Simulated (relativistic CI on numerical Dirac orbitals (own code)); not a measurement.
What each ingredient does to the levels of Ba¹²⁺

Base calculation: Dirac-Coulomb-Breit CI, separate exchange-only KLI orbitals for each configuration, QED by a radiative potential, unscaled Slater integrals.

Configurations in the expansion (outside the closed core [Ar] 3d10): 4s²4p⁶4d⁸, 4s²4p⁵4d⁹, 4s²4p⁶4d⁷4f, 4s²4p⁶4d⁷5s, 4s4p⁶4d⁹, 4s²4p⁶4d⁷5p, 4s²4p⁵4d⁸4f, 4s²4p⁶4d⁶4f5s, 4s²4p⁶4d⁷5d, 4s²4p⁶4d⁶5s5p, 4s4p⁶4d⁸4f, 4s²4p⁶4d⁷6s, 4s²4p⁶4d⁷5f, 4s²4p⁵4d⁸5s, 4s²4p⁶4d⁷6p, 4s²4p⁶4d⁷6d, 4s²4p⁶4d⁷6f, 4s²4p⁶4d⁷7p, 4s²4p⁵4d⁸5d, 4s²4p⁶4d⁷7f, 4p⁶4d⁹4f, 4p⁶4d⁹5p, 4s²4p⁶4d⁶5s², 4s²4p⁶4d⁵4f5s², 4s²4p⁶4d⁵5s²5p, 4s²4p⁵4d⁶4f5s², 4p⁶4d¹⁰, 4p⁵4d¹⁰4f. Double excitations out of closed p, d and f shells are left out; levels of such configurations are missing from the list, as are those of other unlisted configurations, and high levels can miss mixing partners. Some configurations lack a partner that the ground configuration has and come out too high, among them 4s²4p⁵4d⁸5s, 4s²4p⁵4d⁸5d.

The lowest level and the first level of each name with at least 55 % of one term (blank where a level has no safe partner in the second run):

```tsv
Level	Base (cm⁻¹)	Shift (cm⁻¹)
4s²4p⁶4d⁸ ³F4	0	0
4s²4p⁶4d⁸ ³F3	20027	-20027
4s²4p⁶4d⁸ ³P0	43955	-17100
4s²4p⁶4d⁸ ³P1	46871	-20016
4s²4p⁶4d⁸ ¹G4	51429	-16897
4s²4p⁶4d⁸ ¹S0	118924	-22490
4s²4p⁵4d⁹ ³D°3	745388	-30068
4s²4p⁵4d⁹ ³F°4	747562	-28023
4s²4p⁶4d⁷5s ⁵F5	752321	+70322
4s²4p⁶4d⁷5s ⁵F4	761973	+60669
4s²4p⁶4d⁷5s ⁵F3	773250	+49392
4s²4p⁶4d⁷5s ⁵F2	776956	+45686
4s²4p⁶4d⁷5s ⁵F1	778979	+43663
4s²4p⁵4d⁹ ³P°0	787461	-47771
4s²4p⁶4d⁷4f ⁵G°6	792602	-6166
4s²4p⁶4d⁷4f ⁵G°5	793739	-7303
4s²4p⁶4d⁷5s ³F2	795372	
4s²4p⁶4d⁷5s ³G5	795500	
4s²4p⁶4d⁷4f ⁵G°4	797568	-11132
4s²4p⁶4d⁷5s ³P2	803126	
4s²4p⁶4d⁷4f ⁵G°3	803334	-16898
4s²4p⁶4d⁷4f ⁵G°2	806810	-20374
```

At this charge transitions that keep the count of f electrons are usually good to a few per cent. Terms inside the open d or f shell come out 10 to 20 % too wide with unscaled integrals. Levels and lines within the n = 5 or 6 shells can be off by up to 10 % or somewhat more, and those that change n by about 2 %, since core polarisation is missing. Levels that differ in their count of f electrons can be misplaced by several ten thousand cm⁻¹, since the correlation energy of f electrons is missing or only estimated; rates across such gaps can be off by orders of magnitude.

(1) One thing was changed in a second run, which moved the levels as shown. Which?
A. one mean potential for all configurations
B. Breit term removed
C. non-relativistic limit
D. configuration mixing switched off
E. QED terms removed

## Answers

(1) C. Non-relativistic limit. Without relativity the fine structure collapses and s electrons lose their extra binding.

LS names give the leading component of a level, which can be under half, so a name can repeat, a term be missing and a line seem to break the LS rules.
